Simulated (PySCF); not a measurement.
Sn(H)(Cl)2(Me) (CH4Cl2Sn), SMILES [Cl][SnH]([CH3])[Cl]. Geometry optimised at r2SCAN-D4/def2-SVP. The structure was generated by enumeration; whether it is a known compound was not checked. The def2 effective core potentials stand for the cores of Sn; spin–orbit coupling is left out.

Question: Give the equilibrium geometry at r2SCAN-D4/def2-SVP (PySCF confirms it by a frequency run) as a Z-matrix, and its point group. (Estimate from the structure and the level; the computed values follow.)

Answer: point group Cs.
```
Sn
H 1 1.7084
C 1 2.1351 2 120.70
H 3 1.0985 1 108.03 2 -180.00
H 3 1.0990 4 109.82 1 119.37
H 3 1.0990 4 109.82 5 121.26
Cl 1 2.3572 2 106.96 3 -123.15
Cl 1 2.3572 2 106.96 7 -113.69
```
Charge 0, spin multiplicity 1.
